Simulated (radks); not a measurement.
Spherical quantum dot in the effective-mass picture: electrons in a well V = -V0 / (1 + exp((r - R)/a)) with V0 = 3.96, R = 8.63, a = 0.83, with a point charge +1 (a donor) at the centre, all in effective atomic units (hartree* = m*/eps^2 hartree, bohr* = eps/m* bohr), one dielectric constant everywhere. Method: non-relativistic Kohn-Sham, LDA (Slater exchange, Perdew-Wang correlation), spin-polarised, spherical densities; computed with a radial shooting solver with Libxc functionals. Levels are named by radial order and angular momentum (1s, 1p, 1d, 2s, ...), and open shells are averaged over m. Results are scaled to m* = 0.03 and eps = 5.6, for which hartree* = 26.03 meV and bohr* = 9.878 nm.

N = 3, configuration 1s2 1p(up 1, down 0). This is the lowest configuration that the search found. Occupied and some empty levels:

level,occupation,eigenvalue (meV),<r> (nm)
1s up,1,-94.851,24.23
1s down,1,-94.629,22.65
1p up,1,-90.584,43.24
1p down,0,-89.980,43.24
2s up,0,-89.432,38.47
2s down,0,-89.056,39.74
1d up,0,-87.482,48.01
1d down,0,-86.879,48.23
1f up,0,-83.864,51.38
1f down,0,-83.294,51.65

Energy (meV): total -311.392, kinetic 16.897, external -349.22, Hartree 35.869, exchange-correlation -14.937.
